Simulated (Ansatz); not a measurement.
Nudged elastic band run: CH$_{5}$NO$_{2}$SSi

Input:

```yaml
crystal:
  periodic: [false, false, false]
  atoms:
    - { symbol: "N", position_ang: [-0.086839, -1.552243, -1.52427] }
    - { symbol: Si, position_ang: [0.163473, -0.569347, -0.153775] }
    - { symbol: O, position_ang: [1.56428, -1.113651, 0.560515] }
    - { symbol: O, position_ang: [-1.143329, -0.048272, 0.775707] }
    - { symbol: C, position_ang: [-0.449674, 1.132969, 0.108254] }
    - { symbol: S, position_ang: [0.448404, 2.248665, 1.214709] }
    - { symbol: H, position_ang: [-1.020467, -1.683395, -1.898704] }
    - { symbol: H, position_ang: [0.510368, -2.359604, -1.672344] }
    - { symbol: H, position_ang: [1.850304, -0.568185, 1.308906] }
    - { symbol: H, position_ang: [-1.145593, 1.663685, -0.55283] }
    - { symbol: H, position_ang: [-0.625529, 2.792479, 1.854332] }
basis:
  gaussian: { orbitals: cc-pVDZ }
hamiltonian:
  xc: b3lyp
neb:
  order_check: false
  images: 8
  f_tol: 0.03
  max_iterations: 59
  climbing: false
  final_atoms:
    - { symbol: "N", position_ang: [-0.18517098, -1.7212614, -1.35750211] }
    - { symbol: Si, position_ang: [0.14151313, -0.61329936, -0.10372553] }
    - { symbol: O, position_ang: [1.55617174, -1.12927711, 0.60251995] }
    - { symbol: O, position_ang: [-1.14909827, -0.04830768, 0.81611873] }
    - { symbol: C, position_ang: [-0.45469128, 1.10719546, 0.10774337] }
    - { symbol: S, position_ang: [0.4637515, 2.24939435, 1.16827689] }
    - { symbol: H, position_ang: [-0.98952855, -1.59263072, -1.96201526] }
    - { symbol: H, position_ang: [0.58254215, -2.19125381, -1.82682523] }
    - { symbol: H, position_ang: [1.8538514, -0.55754004, 1.32622548] }
    - { symbol: H, position_ang: [-1.15671335, 1.62265718, -0.55922911] }
    - { symbol: H, position_ang: [-0.59722949, 2.81742415, 1.80891282] }
  initial_path:
    images:
      - { positions_ang: [[-0.086839, -1.552243, -1.52427], [0.163473, -0.569347, -0.153775], [1.56428, -1.113651, 0.560515], [-1.143329, -0.048272, 0.775707], [-0.449674, 1.132969, 0.108254], [0.448404, 2.248665, 1.214709], [-1.020467, -1.683395, -1.898704], [0.510368, -2.359604, -1.672344], [1.850304, -0.568185, 1.308906], [-1.145593, 1.663685, -0.55283], [-0.625529, 2.792479, 1.854332]] }
      - { positions_ang: [[-0.10721679, -1.56621607, -1.49135265], [0.22179775, -0.52945625, -0.21018458], [1.55784532, -1.11195307, 0.54955077], [-1.06019064, -0.04971834, 0.73639164], [-0.44460682, 1.13711712, 0.08765032], [0.42189455, 2.25516989, 1.19351938], [-1.05893706, -1.65504372, -1.77786994], [0.51570968, -2.30969078, -1.69254075], [1.79616432, -0.60811575, 1.3455911], [-1.12399787, 1.65043017, -0.58785612], [-0.65306443, 2.73057779, 1.86760084]] }
      - { positions_ang: [[-0.12759459, -1.58018914, -1.4584353], [0.2801225, -0.48956551, -0.26659417], [1.55141063, -1.11025513, 0.53858654], [-0.97705227, -0.05116467, 0.69707627], [-0.43953965, 1.14126524, 0.06704664], [0.39538509, 2.26167479, 1.17232976], [-1.09740712, -1.62669243, -1.65703588], [0.52105136, -2.25977756, -1.7127375], [1.74202465, -0.64804649, 1.38227621], [-1.10240274, 1.63717533, -0.62288224], [-0.68059986, 2.66867658, 1.88086967]] }
      - { positions_ang: [[-0.14797238, -1.59416221, -1.42551795], [0.33844725, -0.44967476, -0.32300375], [1.54497595, -1.1085572, 0.5276223], [-0.89391391, -0.05261101, 0.65776091], [-0.43447247, 1.14541336, 0.04644295], [0.36887564, 2.26817968, 1.15114014], [-1.13587718, -1.59834115, -1.53620182], [0.52639305, -2.20986434, -1.73293425], [1.68788497, -0.68797724, 1.41896131], [-1.08080761, 1.6239205, -0.65790836], [-0.7081353, 2.60677537, 1.89413851]] }
      - { positions_ang: [[-0.16835017, -1.60813529, -1.39260059], [0.396772, -0.40978402, -0.37941334], [1.53854126, -1.10685926, 0.51665807], [-0.81077555, -0.05405735, 0.61844554], [-0.42940529, 1.14956148, 0.02583927], [0.34236618, 2.27468457, 1.12995052], [-1.17434724, -1.56998987, -1.41536776], [0.53173473, -2.15995112, -1.753131], [1.63374529, -0.72790798, 1.45564641], [-1.05921248, 1.61066566, -0.69293448], [-0.73567073, 2.54487416, 1.90740735]] }
      - { positions_ang: [[-0.17927595, -1.62691511, -1.37407083], [0.39433201, -0.41466761, -0.37385228], [1.53764034, -1.1085955, 0.52132529], [-0.81141658, -0.05406131, 0.62293573], [-0.42996277, 1.14669776, 0.02578254], [0.34407146, 2.27476561, 1.1247914], [-1.17090964, -1.55990495, -1.42240234], [0.53975408, -2.14124555, -1.77029558], [1.63413945, -0.72672521, 1.4575708], [-1.06044808, 1.60610702, -0.69364549], [-0.73252634, 2.54764585, 1.90236077]] }
      - { positions_ang: [[-0.18074971, -1.65050168, -1.36992865], [0.33112729, -0.46432555, -0.30632059], [1.54227319, -1.1137659, 0.54162395], [-0.895837, -0.05262291, 0.67123148], [-0.4361449, 1.13682218, 0.04627275], [0.37399147, 2.2684228, 1.13566277], [-1.12556437, -1.56808639, -1.55730557], [0.5504511, -2.15374761, -1.78442799], [1.68906744, -0.68442892, 1.42473447], [-1.08451439, 1.61024456, -0.6600414], [-0.69870212, 2.61509042, 1.87899878]] }
      - { positions_ang: [[-0.18222346, -1.67408826, -1.36578647], [0.26792257, -0.51398349, -0.23878891], [1.54690604, -1.1189363, 0.56192262], [-0.98025743, -0.0511845, 0.71952723], [-0.44232702, 1.12694661, 0.06676295], [0.40391148, 2.26207998, 1.14653414], [-1.0802191, -1.57626783, -1.6922088], [0.56114811, -2.16624968, -1.79856041], [1.74399543, -0.64213263, 1.39189814], [-1.10858071, 1.6143821, -0.6264373], [-0.66487791, 2.682535, 1.8556368]] }
      - { positions_ang: [[-0.18369722, -1.69767483, -1.36164429], [0.20471785, -0.56364142, -0.17125722], [1.55153889, -1.1241067, 0.58222128], [-1.06467785, -0.04974609, 0.76782298], [-0.44850915, 1.11707103, 0.08725316], [0.43383149, 2.25573716, 1.15740552], [-1.03487382, -1.58444928, -1.82711203], [0.57184513, -2.17875175, -1.81269282], [1.79892341, -0.59983633, 1.35906181], [-1.13264703, 1.61851964, -0.59283321], [-0.6310537, 2.74997957, 1.83227481]] }
      - { positions_ang: [[-0.18517098, -1.7212614, -1.35750211], [0.14151313, -0.61329936, -0.10372553], [1.55617174, -1.12927711, 0.60251995], [-1.14909827, -0.04830768, 0.81611873], [-0.45469128, 1.10719546, 0.10774337], [0.4637515, 2.24939435, 1.16827689], [-0.98952855, -1.59263072, -1.96201526], [0.58254215, -2.19125381, -1.82682523], [1.8538514, -0.55754004, 1.32622548], [-1.15671335, 1.62265718, -0.55922911], [-0.59722949, 2.81742415, 1.80891282]] }
```

Launched with:

```bash
$ ansatz run input.yaml --threads 2 --pin off --max-ram 3072MiB --backend cpu --events-out ev --progress --plain --runs-dir out
```

Output, in part (warnings, iteration lines, the closing report on the highest movable image, with atoms numbered from 0):

```
NEB end point (image 0): max|allowed force component| = 5.218e-3 eV/Å (the criterion of neb.relax_end_points is 1.000e-2)
NEB end point (image 9): max|allowed force component| = 8.266e-3 eV/Å (the criterion of neb.relax_end_points is 1.000e-2)
NEB iter   1: max|band force component| = 4.258e0 eV/Å  barrier→ = 1.5568 eV  barrier← = 1.5589 eV  Δτ_max = 0.1775 Å  (276 SCF iters)
NEB iter   2: max|band force component| = 2.226e0 eV/Å  barrier→ = 0.5632 eV  barrier← = 0.5652 eV  Δτ_max = 0.1951 Å  (234 SCF iters)
NEB iter   3: max|band force component| = 7.531e-1 eV/Å  barrier→ = 0.0738 eV  barrier← = 0.0758 eV  Δτ_max = 0.1269 Å  (243 SCF iters)
NEB iter   4: max|band force component| = 3.372e-1 eV/Å  barrier→ = 0.0207 eV  barrier← = 0.0228 eV  Δτ_max = 0.1089 Å  (241 SCF iters)
NEB iter   5: max|band force component| = 4.580e-1 eV/Å  barrier→ = 0.0280 eV  barrier← = 0.0301 eV  Δτ_max = 0.0556 Å  (236 SCF iters)
NEB iter   6: max|band force component| = 1.213e-1 eV/Å  barrier→ = 0.0062 eV  barrier← = 0.0083 eV  Δτ_max = 0.0715 Å  (243 SCF iters)
NEB iter   7: max|band force component| = 1.364e-1 eV/Å  barrier→ = 0.0045 eV  barrier← = 0.0066 eV  Δτ_max = 0.0359 Å  (223 SCF iters)
NEB iter   8: max|band force component| = 7.053e-2 eV/Å  barrier→ = 0.0030 eV  barrier← = 0.0051 eV  Δτ_max = 0.0359 Å  (240 SCF iters)
NEB iter   9: max|band force component| = 2.686e-2 eV/Å  barrier→ = 0.0027 eV  barrier← = 0.0048 eV  Δτ_max = 0.0000 Å  (469 SCF iters)
Total energy: -25417.90663704 eV, -934.0908400352 hartree
Atom 0 at    -0.142711    -1.636802    -1.429193 Å, force    -0.011547     0.008419     0.029517 eV/Å
Atom 1 at     0.150316    -0.592577    -0.122999 Å, force     0.010914     0.005518    -0.023163 eV/Å
Atom 2 at     1.553980    -1.124593     0.594950 Å, force    -0.017312     0.003835    -0.007387 eV/Å
Atom 3 at    -1.160996    -0.039189     0.776422 Å, force    -0.004012    -0.018478     0.019519 eV/Å
Atom 4 at    -0.441168     1.124835     0.108561 Å, force     0.011369     0.012170    -0.005354 eV/Å
Atom 5 at     0.454734     2.240682     1.216278 Å, force    -0.000410     0.001366    -0.001228 eV/Å
Atom 6 at    -1.029820    -1.672562    -1.915443 Å, force     0.007320    -0.007479    -0.015268 eV/Å
Atom 7 at     0.558254    -2.274923    -1.785245 Å, force     0.002446    -0.006216    -0.006196 eV/Å
Atom 8 at     1.864010    -0.540001     1.303095 Å, force     0.002603    -0.001083     0.008769 eV/Å
Atom 9 at    -1.121478     1.657691    -0.566884 Å, force    -0.001709     0.000933    -0.001980 eV/Å
Atom 10 at    -0.619722     2.800542     1.840958 Å, force     0.000339     0.001015     0.002771 eV/Å
Dipole moment:     0.016479    -0.147966    -0.402295 e Å
```

It converged. The top lies less than 8 meV above the higher end, about what the thresholds resolve: that end is a shoulder or a very shallow well. No image climbed, so the highest image needn't sit at the top of the path.

Final band (atoms are numbered from 1 in the order of the input):

| image | path coordinate (Å) | energy (kJ/mol) | height of N1 over the plane of its neighbours (Å) |
| --- | --- | --- | --- |
| 0 | 0.00 | 0.0 | -0.19 |
| 1 | 0.06 | 0.0 | -0.17 |
| 2 | 0.11 | 0.1 | -0.15 |
| 3 | 0.17 | 0.2 | -0.11 |
| 4 | 0.23 | 0.2 | -0.05 |
| 5 | 0.29 | 0.3 | 0.00 |
| 6 | 0.35 | 0.1 | 0.06 |
| 7 | 0.42 | -0.1 | 0.13 |
| 8 | 0.48 | -0.2 | 0.17 |
| 9 | 0.54 | -0.2 | 0.18 |

The run took 5.1 min on 2 threads of Arm Neoverse V1, on a shared host, peak memory 0.29 GiB.
